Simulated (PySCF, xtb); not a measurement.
Si(H)3(NHMe) (CH7NSi), SMILES N([SiH3])C.

Coordinates come from a B3LYP-D3(BJ)/def2-SVP optimisation.

Computed with C-PCM-M06-2X/def2-SVP run with PySCF.

The values are the electrostatic part of the solvation free energy, E(continuum) − E(gas) at the gas-phase geometry, in a cavity of scaled van der Waals radii (PySCF's table); cavitation and dispersion terms are not included. In vacuum the orbital gap is 9.75 eV. The dipole moment in vacuum is 1.21 D.

```json
[
 {"solvent": "water", "ε": "78.36", "ΔG(elec) (kcal/mol)": "-1.9", "dipole (D)": "1.49", "gap (eV)": "9.78"},
 {"solvent": "toluene", "ε": "2.37", "ΔG(elec) (kcal/mol)": "-1.1", "dipole (D)": "1.36", "gap (eV)": "9.78"},
 {"solvent": "ethylethanoate", "ε": "5.99", "ΔG(elec) (kcal/mol)": "-1.6", "dipole (D)": "1.44", "gap (eV)": "9.78"}
]
```

For comparison, GFN2-xTB/ALPB(water) (xtb, at the GFN2-xTB geometry, all terms of that model) gives -0.5 kcal/mol.
